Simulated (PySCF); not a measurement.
## Structure elucidation problem

Molecular formula: C₂H₂F₄O₂Si. Simulated spectra:

¹H NMR (500 MHz, computed): δ 5.21 (m, 2H).

¹³C{¹H} NMR (computed): δ 177.6 (C), 129.0 (C).

Gas phase, one computed conformer, equivalent nuclei averaged, non-relativistic. PBE0/pcSseg-1 with gauge-including orbitals; coordinates at the GFN2-xTB level; PySCF 2.14.

Scale: ¹H (31.72 ppm), ¹³C (186.93 ppm) against TMS (reference shieldings calculated alike).

What is the structure?

Results:


Rings plus π bonds: 1 (no ring in the answer). 2 carbon signals for 2 carbons: no two carbons are equivalent. Carbon types of the structure: 2 × C, leaving 2 H on heteroatoms. δC 177.6: carbonyl carbon. δC 129.0: CF3 carbon; 4 electronegative neighbours deshield it. δH 5.21: hydrogen on a silicon bonded to C, F.

Structure: SMILES O=C(OC(F)(F)F)[SiH2]F.

The shifts were computed for this structure.

Splittings by ¹⁹F in the carbon and heteronuclear signals aren't shown, as no couplings were computed. Shifts are as computed. Against solution values, carbons near 30 ppm lie about +3 ppm off and those near 130 ppm about +5 ppm. Of 1211 compounds with measured shifts, 218 miss one by over three times the rms of a fit or turn the order of signals round; such compounds aren't used in these exercises.
